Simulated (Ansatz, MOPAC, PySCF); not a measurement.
Species: Si2H3Cl2, charge 0, multiplicity 2. SMILES: [SiH3][Si](Cl)Cl
Structure (B3LYP-D3(BJ)/def2-TZVP (Ansatz, a quantum-chemistry and plane-wave program) minimum search):
```
Si
H 1 1.4798
H 1 1.4798 2 110.18
H 1 1.4817 2 110.34 3 -122.09
Si 1 2.3618 2 107.85 3 117.47
Cl 5 2.0767 1 108.66 2 179.37
Cl 5 2.0767 6 108.37 1 117.90
```
Charge 0, spin multiplicity 2.

Unscaled harmonic wavenumbers (cm⁻¹) in rising order, each level at the stationary point that it reaches from this structure (no distance between atoms moves by over 0.3 Å); the order of modes can differ between levels, and a negative number is imaginary. B3LYP-D3(BJ)/def2-TZVP (PySCF, at the structure above): 98, 103, 136, 178, 359, 496, 508, 526, 558, 867, 940, 942, 2217, 2239, 2245.

PM3 (MOPAC): 31, 95, 128, 155, 298, 370, 405, 422, 442, 713, 862, 866, 1882, 1888, 1908. Zero-point energy 15.0 against 17.7 kcal/mol; where all levels lie over 400 cm⁻¹, the wavenumbers are on average 0.844 times those of B3LYP-D3(BJ)/def2-TZVP.

HF/3-21G (Ansatz): 100, 103, 133, 168, 336, 479, 482, 563, 584, 903, 989, 993, 2311, 2328, 2328. Zero-point energy 18.3 against 17.7 kcal/mol; where all levels lie over 400 cm⁻¹, the wavenumbers are on average 1.037 times those of B3LYP-D3(BJ)/def2-TZVP.

HF/6-31G* (Ansatz): 100, 116, 157, 200, 404, 553, 572, 587, 614, 975, 1024, 1024, 2389, 2399, 2399. Zero-point energy 19.3 against 17.7 kcal/mol; where all levels lie over 400 cm⁻¹, the wavenumbers are on average 1.096 times those of B3LYP-D3(BJ)/def2-TZVP.

B3LYP/6-31G* (Ansatz): 100, 106, 140, 181, 358, 500, 514, 527, 560, 870, 936, 939, 2242, 2266, 2272. Zero-point energy 17.9 against 17.7 kcal/mol; where all levels lie over 400 cm⁻¹, the wavenumbers are on average 1.005 times those of B3LYP-D3(BJ)/def2-TZVP.
